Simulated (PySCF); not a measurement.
## NMR parameters from quadrupole coupling constants

Compound: C6H11FS2Si.
Structure used (GFN2-xTB), in Å, numbered top down from 1:
```
atom  x, y, z in Å
C1     2.5353   -0.6277   -0.5348
C2     1.2331    0.0830   -0.5805
S3     0.8490    1.0984   -1.7882
C4     0.2930   -0.1355    0.5696
F5     0.7045   -1.2830    1.2567
C6     0.4320    1.0219    1.5765
S7    -0.4364    2.5205    1.0299
Si8   -1.8966    1.4376   -0.1232
C9    -1.1804   -0.3022    0.1938
C10   -1.4022   -1.3230   -0.9144
H11    2.3634   -1.7018   -0.6281
H12    3.0236   -0.4729    0.4277
H13    3.1814   -0.2928   -1.3415
H14    1.4771    1.2856    1.7370
H15    0.0005    0.6991    2.5250
H16   -3.1886    1.5417    0.5549
H17   -1.9480    1.9025   -1.4946
H18   -1.6578   -0.6930    1.1010
H19   -0.9320   -2.2720   -0.6589
H20   -0.9922   -0.9777   -1.8602
H21   -2.4677   -1.4916   -1.0480
```

Computed at PBE0/pcSseg-1 (PySCF, non-relativistic):

| atom | environment | nucleus | spin I | Q (b) | CQ = χzz (MHz) | η |
| --- | --- | --- | --- | --- | --- | --- |
| S3 | thiocarbonyl sulfur | 33S | 3/2 | -0.0678 | 45.317 | 0.211 |
| S7 | sulfur bonded to C and Si | 33S | 3/2 | -0.0678 | 37.576 | 0.941 |

At 7.05 T, set νQ = 3|CQ|/[2I(2I − 1)] beside the Larmor frequency (|g| × 7.62259 MHz/T × B; g(33S) = 0.42921), and give PQ = |CQ|√(1 + η²/3).

| atom | PQ (MHz) | νQ (MHz) | ν0 (MHz) | νQ/ν0 |
| --- | --- | --- | --- | --- |
| S3 | 45.65 | 22.66 | 23.07 | 0.982 |
| S7 | 42.77 | 18.79 | 23.07 | 0.815 |

For S3: PQ = 45.32 × 1.0074, νQ = 45.32 × 0.5000, ν0 = 3.2717 MHz/T × 7.05 T.

For S3 and S7 νQ isn't small against ν0, so the high-field expansions of solid-state NMR fail there at this field.

In the extreme-narrowing limit, with isotropic tumbling and one correlation time, the quadrupolar linewidth goes as PQ². What relative widths follow for the 33S sites?

S3 1, S7 0.88, with S3 as 1.

Take a correlation time of 1.5 ps, isotropic tumbling and extreme narrowing. What quadrupolar relaxation rates and linewidths follow?

1/T1 = 1/T2 = (3π²/10)(2I + 3)/[I²(2I − 1)] × PQ² × τc; the width is 1/(πT2).

```tsv
site	spin factor (2I + 3)/[I²(2I − 1)]	1/T1 (s⁻¹)	T1 (ms)	linewidth (Hz)
33S at S3	1.333	12300	0.081	3930
33S at S7	1.333	10800	0.0923	3450
```

Solvent, lattice and vibrations would change these gradients. Isolated species at its GFN2-xTB geometry (one conformer only). GFN2-xTB bond lengths can be off by several hundredths of an ångström, more for odd bonds, and the gradients follow them. The basis is small and wasn't made for field gradients, so the couplings can be 20 % off.

These values come from a run that also computed NMR shieldings. The run took 2.2 min wall on one thread, Arm Neoverse N1 (aarch64), no GPU, shared host, and the process peaked at 1.1 GiB of memory.
